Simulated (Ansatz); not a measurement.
Start from `C[SiH](O)O[SiH](O)O` and change one atom or group to get `O[SiH](O)O`.

Ansatz, PBE0-D4/def2-TZVP geometries, multiplicity 1. Each molecule was computed in one conformer, which needn't be the lowest.

```
                               property  `C[SiH](O)O[SiH](O)O`
    LUMO energy (B3LYP/def2-TZVPP) / eV                   0.25
  HOMO–LUMO gap (B3LYP/def2-TZVPP) / eV                   8.22
  HOMO energy (ωB97M-V/def2-TZVPP) / eV                 -10.48
   HOMO–LUMO gap (PBE0/def2-TZVPP) / eV                   8.81
     LUMO energy (PBE0/def2-TZVPP) / eV                   0.64
HOMO–LUMO gap (ωB97M-V/def2-TZVPP) / eV                  12.54
```

Give the same properties after the change, and the shifts. (An estimate is asked.)

Ansatz gave: 
```tsv
property	`O[SiH](O)O`	shift
LUMO energy (B3LYP/def2-TZVPP) / eV	0.36	0.11
HOMO–LUMO gap (B3LYP/def2-TZVPP) / eV	9.19	0.97
HOMO energy (ωB97M-V/def2-TZVPP) / eV	-11.44	-0.96
HOMO–LUMO gap (PBE0/def2-TZVPP) / eV	9.82	1.01
LUMO energy (PBE0/def2-TZVPP) / eV	0.76	0.12
HOMO–LUMO gap (ωB97M-V/def2-TZVPP) / eV	13.65	1.11
```

With PBE0 the HOMO falls by 0.88 eV and the LUMO rises by 0.12 eV, so the gap widens by about 1.00 eV. PBE moves the HOMO by -0.70 eV and ωB97M-V by -0.96 eV.

B3LYP here is the variant with VWN-RPA as its local correlation; programs differ in this.
